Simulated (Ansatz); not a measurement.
Born–Oppenheimer molecular dynamics of a periodic cell of 18 atoms, Li₁₆HO (surface Li(110), adsorbate OH, incident energy 0.1 eV, 40° from the normal). It starts from an unrelaxed structure (largest force component 0.72 eV/Å).

All numbers below come from DFT PBE, scalar-relativistic, plane waves, PAW in Ansatz 0.2.0. Settings: accuracy low, cutoff 420 eV, k mesh 3x3x1, fermi-dirac smearing 0.05 eV, no spin polarisation.

- ensemble: NVE (velocity Verlet)
- time step: 0.5 fs
- steps asked: 180
- starting velocities: zero, but for any typed in the input
- atoms held: 1 to 4
- seed: 865366

Frames 5 fs apart, positions in Å, forces in eV/Å.

Velocities at 0.0 fs (Å/ps):

```
Li 0.00 0.00 0.00
Li 0.00 0.00 0.00
Li 0.00 0.00 0.00
Li 0.00 0.00 0.00
Li 0.00 0.00 0.00
Li 0.00 0.00 0.00
Li 0.00 0.00 0.00
Li 0.00 0.00 0.00
Li 0.00 0.00 0.00
Li 0.00 0.00 0.00
Li 0.00 0.00 0.00
Li 0.00 0.00 0.00
Li 0.00 0.00 0.00
Li 0.00 0.00 0.00
Li 0.00 0.00 0.00
Li 0.00 0.00 0.00
O 6.85 0.00 -8.16
H 6.85 0.00 -8.16
```

```xyz
18
Lattice="6.9800 0.0000 0.0000 3.4900 4.9356 0.0000 0.0000 0.0000 21.4034" Properties=species:S:1:pos:R:3:forces:R:3 time_fs=0.0 energy_less_start_eV=0.000 T=55
Li 0.000 2.468 1.000 0.00 0.00 0.06
Li 3.490 2.468 1.000 0.00 0.00 0.06
Li 1.745 4.936 1.000 0.00 0.00 0.06
Li 5.235 4.936 1.000 0.00 0.00 0.06
Li 0.000 0.000 3.468 0.00 0.00 -0.03
Li 3.490 0.000 3.468 0.00 0.00 -0.03
Li 1.745 2.468 3.468 0.00 0.00 -0.03
Li 5.235 2.468 3.468 0.00 0.00 -0.03
Li 0.000 2.468 5.936 0.00 0.00 0.02
Li 3.490 2.468 5.936 0.00 0.00 0.06
Li 1.745 4.936 5.936 0.00 0.00 0.05
Li 5.235 4.936 5.936 0.00 0.00 0.04
Li 0.000 0.000 8.403 0.04 0.08 0.26
Li 3.490 0.000 8.403 -0.01 0.00 0.06
Li 1.745 2.468 8.403 -0.06 -0.07 0.30
Li 5.235 2.468 8.403 0.04 -0.02 0.07
O 0.841 1.282 11.598 0.01 -0.05 -0.72
H 0.790 1.578 12.528 -0.01 0.05 -0.27
18
Lattice="6.9800 0.0000 0.0000 3.4900 4.9356 0.0000 0.0000 0.0000 21.4034" Properties=species:S:1:pos:R:3:forces:R:3 time_fs=5.0 energy_less_start_eV=-0.054 T=85
Li 0.000 2.468 1.000 0.00 0.00 0.06
Li 3.490 2.468 1.000 0.00 0.00 0.06
Li 1.745 4.936 1.000 0.00 0.00 0.06
Li 5.235 4.936 1.000 0.00 0.00 0.06
Li 0.000 0.000 3.467 0.00 0.00 -0.03
Li 3.490 0.000 3.467 0.00 0.00 -0.03
Li 1.745 2.468 3.467 0.00 0.00 -0.03
Li 5.235 2.468 3.467 0.00 0.00 -0.03
Li 0.000 2.468 5.936 0.01 0.00 0.02
Li 3.490 2.468 5.937 -0.01 0.01 0.06
Li 1.745 4.936 5.936 0.00 0.00 0.05
Li 5.235 4.936 5.936 0.00 0.00 0.04
Li 0.001 0.002 8.408 0.04 0.09 0.28
Li 3.490 0.000 8.404 -0.02 0.00 0.06
Li 1.744 2.467 8.409 -0.06 -0.07 0.33
Li 5.236 2.467 8.405 0.04 -0.02 0.07
O 0.876 1.282 11.551 0.03 -0.17 -1.11
H 0.823 1.589 12.469 -0.03 0.17 0.06
18
Lattice="6.9800 0.0000 0.0000 3.4900 4.9356 0.0000 0.0000 0.0000 21.4034" Properties=species:S:1:pos:R:3:forces:R:3 time_fs=10.0 energy_less_start_eV=-0.141 T=133
Li 0.000 2.468 1.000 0.00 0.00 0.06
Li 3.490 2.468 1.000 0.00 0.00 0.06
Li 1.745 4.936 1.000 0.00 0.00 0.06
Li 5.235 4.936 1.000 0.00 0.00 0.06
Li 0.000 0.000 3.466 0.00 0.00 -0.03
Li 3.490 0.000 3.466 0.00 0.00 -0.03
Li 1.745 2.468 3.466 0.00 0.00 -0.03
Li 5.235 2.468 3.466 0.00 0.00 -0.03
Li 0.000 2.468 5.937 0.01 0.00 0.02
Li 3.490 2.468 5.940 -0.01 0.01 0.06
Li 1.745 4.935 5.939 0.01 -0.01 0.06
Li 5.235 4.936 5.938 -0.01 0.00 0.04
Li 0.003 0.006 8.422 0.04 0.09 0.30
Li 3.489 0.000 8.408 -0.02 0.00 0.07
Li 1.741 2.463 8.426 -0.07 -0.08 0.37
Li 5.238 2.467 8.408 0.04 -0.02 0.07
O 0.910 1.279 11.489 0.01 -0.07 -0.87
H 0.851 1.631 12.398 -0.01 0.07 -0.26
18
Lattice="6.9800 0.0000 0.0000 3.4900 4.9356 0.0000 0.0000 0.0000 21.4034" Properties=species:S:1:pos:R:3:forces:R:3 time_fs=15.0 energy_less_start_eV=-0.271 T=205
Li 0.000 2.468 1.000 0.00 0.00 0.06
Li 3.490 2.468 1.000 0.00 0.00 0.06
Li 1.745 4.936 1.000 0.00 0.00 0.06
Li 5.235 4.936 1.000 0.00 0.00 0.06
Li 0.000 0.000 3.463 0.00 0.00 -0.03
Li 3.490 0.000 3.463 0.00 0.00 -0.03
Li 1.745 2.468 3.464 0.00 0.00 -0.02
Li 5.235 2.468 3.463 0.00 0.00 -0.02
Li 0.001 2.467 5.939 0.01 0.00 0.03
Li 3.489 2.469 5.945 -0.01 0.01 0.07
Li 1.746 4.935 5.944 0.01 -0.01 0.06
Li 5.234 4.936 5.941 -0.01 0.00 0.04
Li 0.006 0.014 8.447 0.05 0.10 0.34
Li 3.488 0.000 8.413 -0.02 0.00 0.08
Li 1.735 2.457 8.456 -0.08 -0.09 0.43
Li 5.241 2.465 8.414 0.04 -0.02 0.08
O 0.945 1.275 11.412 0.03 -0.16 -1.16
H 0.875 1.699 12.284 -0.02 0.17 -0.10
18
Lattice="6.9800 0.0000 0.0000 3.4900 4.9356 0.0000 0.0000 0.0000 21.4034" Properties=species:S:1:pos:R:3:forces:R:3 time_fs=20.0 energy_less_start_eV=-0.463 T=311
Li 0.000 2.468 1.000 0.00 0.00 0.06
Li 3.490 2.468 1.000 0.00 0.00 0.06
Li 1.745 4.936 1.000 0.00 0.00 0.06
Li 5.235 4.936 1.000 0.00 0.00 0.06
Li 0.000 0.000 3.459 0.00 0.00 -0.03
Li 3.490 0.000 3.459 0.00 0.00 -0.02
Li 1.745 2.467 3.461 0.00 0.00 -0.02
Li 5.235 2.468 3.460 0.00 0.00 -0.02
Li 0.002 2.467 5.942 0.02 0.00 0.03
Li 3.488 2.469 5.953 -0.02 0.01 0.08
Li 1.747 4.934 5.951 0.01 -0.01 0.07
Li 5.234 4.936 5.946 -0.01 0.00 0.04
Li 0.012 0.025 8.484 0.07 0.11 0.39
Li 3.486 0.000 8.422 -0.02 0.01 0.09
Li 1.726 2.447 8.500 -0.09 -0.11 0.51
Li 5.246 2.463 8.423 0.04 -0.02 0.08
O 0.980 1.268 11.319 0.01 -0.07 -1.15
H 0.895 1.799 12.134 -0.01 0.08 -0.28
18
Lattice="6.9800 0.0000 0.0000 3.4900 4.9356 0.0000 0.0000 0.0000 21.4034" Properties=species:S:1:pos:R:3:forces:R:3 time_fs=25.0 energy_less_start_eV=-0.735 T=461
Li 0.000 2.468 1.000 0.00 0.00 0.06
Li 3.490 2.468 1.000 0.00 0.00 0.05
Li 1.745 4.936 1.000 0.00 0.00 0.06
Li 5.235 4.936 1.000 0.00 0.00 0.06
Li 0.001 0.000 3.454 0.00 0.00 -0.02
Li 3.489 0.000 3.455 0.00 0.00 -0.02
Li 1.745 2.467 3.457 0.00 0.00 -0.01
Li 5.235 2.469 3.456 0.00 0.00 -0.01
Li 0.003 2.467 5.946 0.02 0.01 0.04
Li 3.487 2.470 5.963 -0.02 0.01 0.09
Li 1.748 4.933 5.961 0.02 -0.01 0.08
Li 5.232 4.936 5.952 -0.02 -0.01 0.04
Li 0.019 0.040 8.534 0.09 0.13 0.45
Li 3.483 0.000 8.434 -0.03 0.02 0.09
Li 1.715 2.434 8.563 -0.10 -0.15 0.61
Li 5.253 2.461 8.435 0.04 -0.02 0.07
O 1.016 1.261 11.208 0.00 0.03 -1.31
H 0.912 1.921 11.921 0.00 -0.02 -0.32
18
Lattice="6.9800 0.0000 0.0000 3.4900 4.9356 0.0000 0.0000 0.0000 21.4034" Properties=species:S:1:pos:R:3:forces:R:3 time_fs=30.0 energy_less_start_eV=-1.095 T=661
Li 0.000 2.468 1.000 0.00 0.00 0.06
Li 3.490 2.468 1.000 0.00 0.00 0.05
Li 1.745 4.936 1.000 0.00 -0.01 0.05
Li 5.235 4.936 1.000 0.00 0.00 0.06
Li 0.001 0.000 3.448 0.00 0.00 -0.01
Li 3.489 0.000 3.450 0.00 0.00 0.00
Li 1.745 2.467 3.453 0.01 0.00 -0.01
Li 5.235 2.469 3.452 -0.01 0.00 0.00
Li 0.005 2.467 5.951 0.03 0.01 0.05
Li 3.484 2.472 5.977 -0.03 0.02 0.09
Li 1.750 4.931 5.973 0.02 -0.02 0.09
Li 5.231 4.936 5.959 -0.02 -0.01 0.04
Li 0.030 0.060 8.600 0.13 0.16 0.52
Li 3.479 0.001 8.448 -0.04 0.04 0.07
Li 1.700 2.416 8.647 -0.11 -0.22 0.70
Li 5.261 2.457 8.449 0.03 -0.02 0.04
O 1.051 1.254 11.077 0.01 0.10 -1.63
H 0.927 2.041 11.640 -0.02 -0.07 -0.17
18
Lattice="6.9800 0.0000 0.0000 3.4900 4.9356 0.0000 0.0000 0.0000 21.4034" Properties=species:S:1:pos:R:3:forces:R:3 time_fs=35.0 energy_less_start_eV=-1.534 T=903
Li 0.000 2.468 1.000 0.00 0.00 0.06
Li 3.490 2.468 1.000 0.00 0.01 0.05
Li 1.745 4.936 1.000 0.00 -0.01 0.05
Li 5.235 4.936 1.000 0.00 0.00 0.06
Li 0.000 -0.001 3.443 -0.01 -0.01 0.01
Li 3.489 0.000 3.445 0.01 0.00 0.01
Li 1.746 2.467 3.448 0.01 0.00 0.00
Li 5.235 2.469 3.448 -0.01 0.00 0.01
Li 0.008 2.468 5.958 0.03 0.01 0.06
Li 3.481 2.474 5.994 -0.03 0.01 0.10
Li 1.752 4.929 5.988 0.03 -0.01 0.11
Li 5.228 4.935 5.968 -0.02 -0.01 0.04
Li 0.046 0.085 8.684 0.19 0.19 0.60
Li 3.474 0.004 8.466 -0.05 0.06 0.04
Li 1.681 2.390 8.754 -0.11 -0.31 0.72
Li 5.269 2.454 8.464 0.01 -0.01 -0.01
O 1.087 1.249 10.921 -0.03 0.40 -1.87
H 0.939 2.136 11.311 -0.02 -0.33 -0.04
18
Lattice="6.9800 0.0000 0.0000 3.4900 4.9356 0.0000 0.0000 0.0000 21.4034" Properties=species:S:1:pos:R:3:forces:R:3 time_fs=40.0 energy_less_start_eV=-2.038 T=1181
Li 0.000 2.468 1.000 0.00 0.00 0.06
Li 3.490 2.468 1.000 0.00 0.01 0.05
Li 1.745 4.936 1.000 0.00 -0.01 0.05
Li 5.235 4.936 1.000 0.00 0.00 0.06
Li 0.000 -0.001 3.437 -0.01 -0.01 0.02
Li 3.489 -0.001 3.440 0.01 0.00 0.03
Li 1.746 2.467 3.444 0.01 0.00 0.01
Li 5.234 2.470 3.444 -0.01 0.00 0.02
Li 0.013 2.469 5.967 0.03 0.01 0.08
Li 3.477 2.477 6.014 -0.04 0.01 0.10
Li 1.756 4.927 6.007 0.03 0.00 0.12
Li 5.225 4.934 5.978 -0.03 -0.01 0.03
Li 0.068 0.117 8.789 0.27 0.22 0.66
Li 3.467 0.008 8.484 -0.04 0.07 0.01
Li 1.658 2.353 8.887 -0.04 -0.38 0.58
Li 5.279 2.449 8.479 -0.02 0.00 -0.07
O 1.122 1.248 10.737 0.00 0.12 -2.21
H 0.943 2.172 10.985 -0.16 -0.03 0.40
18
Lattice="6.9800 0.0000 0.0000 3.4900 4.9356 0.0000 0.0000 0.0000 21.4034" Properties=species:S:1:pos:R:3:forces:R:3 time_fs=45.0 energy_less_start_eV=-2.523 T=1449
Li 0.000 2.468 1.000 0.00 -0.01 0.06
Li 3.490 2.468 1.000 0.00 0.01 0.05
Li 1.745 4.936 1.000 0.00 -0.01 0.05
Li 5.235 4.936 1.000 -0.01 0.00 0.06
Li -0.001 -0.002 3.433 -0.01 0.00 0.04
Li 3.490 -0.001 3.437 0.01 0.00 0.05
Li 1.747 2.468 3.440 0.01 0.00 0.03
Li 5.233 2.471 3.440 -0.01 0.01 0.04
Li 0.018 2.470 5.979 0.03 0.01 0.08
Li 3.471 2.480 6.037 -0.03 -0.01 0.09
Li 1.761 4.924 6.030 0.03 0.01 0.12
Li 5.221 4.933 5.989 -0.03 -0.02 0.02
Li 0.100 0.157 8.916 0.32 0.22 0.64
Li 3.459 0.015 8.503 -0.02 0.05 -0.02
Li 1.635 2.304 9.038 0.26 -0.13 -0.17
Li 5.287 2.445 8.492 -0.06 0.01 -0.14
O 1.157 1.251 10.521 -0.27 0.28 -1.65
H 0.911 2.175 10.748 -0.23 -0.44 0.67
18
Lattice="6.9800 0.0000 0.0000 3.4900 4.9356 0.0000 0.0000 0.0000 21.4034" Properties=species:S:1:pos:R:3:forces:R:3 time_fs=50.0 energy_less_start_eV=-2.527 T=1451
Li 0.000 2.468 1.000 0.00 -0.01 0.06
Li 3.490 2.468 1.000 0.00 0.01 0.06
Li 1.745 4.936 1.000 0.01 -0.01 0.05
Li 5.235 4.936 1.000 -0.01 0.00 0.07
Li -0.001 -0.003 3.429 0.00 0.00 0.05
Li 3.491 -0.002 3.435 0.01 -0.01 0.07
Li 1.748 2.468 3.437 0.01 0.00 0.04
Li 5.232 2.472 3.438 -0.01 0.01 0.05
Li 0.024 2.472 5.993 0.02 0.02 0.07
Li 3.464 2.483 6.064 -0.02 -0.02 0.07
Li 1.767 4.922 6.056 0.03 0.03 0.10
Li 5.216 4.931 6.001 -0.02 -0.03 0.00
Li 0.142 0.204 9.065 0.18 -0.01 0.30
Li 3.451 0.023 8.522 0.02 0.03 -0.05
Li 1.622 2.255 9.178 1.33 2.04 -2.74
Li 5.293 2.441 8.500 -0.08 0.03 -0.20
O 1.186 1.256 10.283 -1.28 -1.39 1.33
H 0.824 2.086 10.669 -0.17 -0.70 0.66
18
Lattice="6.9800 0.0000 0.0000 3.4900 4.9356 0.0000 0.0000 0.0000 21.4034" Properties=species:S:1:pos:R:3:forces:R:3 time_fs=55.0 energy_less_start_eV=-2.056 T=1191
Li 0.000 2.468 1.000 0.00 0.00 0.06
Li 3.490 2.468 1.000 0.00 0.01 0.05
Li 1.745 4.936 1.000 0.00 -0.01 0.04
Li 5.235 4.936 1.000 0.00 0.00 0.08
Li -0.002 -0.004 3.428 0.00 0.01 0.07
Li 3.491 -0.002 3.436 0.00 -0.01 0.07
Li 1.750 2.469 3.435 0.00 -0.01 0.06
Li 5.231 2.473 3.438 0.00 0.01 0.07
Li 0.031 2.474 6.010 0.01 0.04 0.03
Li 3.457 2.485 6.094 -0.01 -0.04 0.04
Li 1.774 4.921 6.087 0.01 0.04 0.10
Li 5.210 4.928 6.013 -0.01 -0.04 -0.02
Li 0.188 0.247 9.222 -0.84 -1.16 -0.88
Li 3.443 0.033 8.538 0.02 0.03 -0.04
Li 1.658 2.284 9.223 2.51 5.10 -4.43
Li 5.296 2.438 8.501 -0.10 0.03 -0.21
O 1.196 1.238 10.068 -2.14 -3.10 5.13
H 0.717 1.821 10.722 0.53 -0.91 -0.21
```

Of the whole run (90 fs, mean temperature of the second half 1221 K): The conserved energy stayed within 0.071 meV per atom of its start (net change -0.028 meV per atom), so the integration is sound. A run of 0.09 ps of so small a system gives no equilibrium averages. Limits of this set-up: coarse k mesh, slab without dipole correction, odd electron count without spin, low accuracy level.

The run took 42 min on 1 thread of Arm Neoverse N1, with other jobs on the host, peak memory 0.92 GiB.
